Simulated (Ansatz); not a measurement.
Isolated molecules relaxed with PBE0-D4/def2-TZVP in Ansatz; ΔE leaves out vibrations. CCSD(T)/CBS adds triple-zeta CCSD(T) − MP2 to the extrapolated MP2 energy (def2 sets, frozen cores). This one scheme is used for every species. DFT in def2-TZVPP. HSE06 is defined as in plane-wave codes. One conformer a species, not always the lowest.

Consider the substitution at a C–B bond: `CC(C)BN` + `CCS` → `CCSC(C)C` + `BN`.

`CC(C)BN`:

Z-matrix (Å, degrees):
```
C
C 1 1.529
H 1 1.093 2 112.0
H 1 1.094 2 110.8 3 120.0
H 1 1.095 2 111.2 3 -120.5
C 2 1.529 1 110.3 3 177.4
B 2 1.576 1 110.3 3 -60.5
H 2 1.099 1 108.1 3 59.5
H 6 1.093 2 112.0 1 -177.4
H 6 1.094 2 110.8 1 62.6
H 6 1.095 2 111.2 1 -56.9
N 7 1.390 2 122.3 1 119.1
H 7 1.204 2 120.2 1 -60.9
H 12 1.005 7 123.3 2 179.9
H 12 1.007 7 123.0 2 -0.1
```

`CCS`:

Cartesian coordinates in Å:
```
C -0.080 -0.418 -0.864
C 0.514 0.032 0.454
S -0.716 0.419 1.728
H -0.725 -1.287 -0.725
H 0.711 -0.682 -1.572
H -0.681 0.376 -1.315
H 1.115 -0.763 0.900
H 1.173 0.892 0.322
H -1.310 1.430 1.073
```

`CCSC(C)C`:

Cartesian coordinates in Å:
```
C -2.297 -0.475 -1.667
C -0.936 -0.186 -1.061
S -1.054 -0.345 0.735
C 0.629 0.065 1.293
C 1.011 1.506 1.000
C 1.672 -0.920 0.793
H -2.253 -0.389 -2.755
H -2.632 -1.484 -1.418
H -3.048 0.229 -1.300
H -0.195 -0.891 -1.445
H -0.614 0.825 -1.320
H 0.528 -0.055 2.377
H 1.976 1.743 1.460
H 0.263 2.199 1.387
H 1.113 1.677 -0.074
H 1.804 -0.841 -0.289
H 1.390 -1.947 1.029
H 2.642 -0.711 1.255
```

`BN`:

Z-matrix (Å, degrees):
```
B
N 1 1.385
H 1 1.197 2 119.0
H 1 1.197 2 119.0 3 -180.0
H 2 1.006 1 123.2 3 -0.0
H 2 1.006 1 123.2 3 180.0
```

| level | ΔE (kcal/mol) | difference from CCSD(T)/CBS |
| --- | --- | --- |
| PBE-D4 | 7.1 | 0.3 |
| B2PLYP | 7.7 | 0.9 |
| r2SCAN | 7.9 | 1.1 |
| PBE0 | 8.5 | 1.7 |
| HSE06 | 8.5 | 1.7 |
| LC-ωPBE | 8.6 | 1.8 |
| RPA@PBE/def2-TZVPP | 7.0 | 0.2 |
| CCSD(T)/def2-SVP | 8.2 | 1.4 |
| SCS-MP2/def2-QZVPP | 6.3 | -0.5 |
| MP2/CBS(def2) | 5.7 | -1.1 |
| CCSD(T)/CBS | 6.8 | 0 |

Largest T1 diagnostic among the species: 0.012.

In def2-TZVPP, CCSD(T) changes the Hartree–Fock value by −1.8 kcal/mol (the triples alone add −0.7 kcal/mol) and MP2 by −2.8 kcal/mol. The D4 term adds −1.8 kcal/mol with B3LYP and −1.0 kcal/mol with PBE0; it sums over pairs of atoms, weighted by their polarisabilities, and B3LYP, whose exchange is more repulsive, gets the larger term. Leaving LDA and LC-ωPBE aside and taking each functional with its dispersion term where it has one, the values, not all of them listed here, spread over 2.1 kcal/mol, from revPBE-D4 to B97M-V.

B3LYP here is the variant with VWN-RPA as its local correlation; programs differ in this.
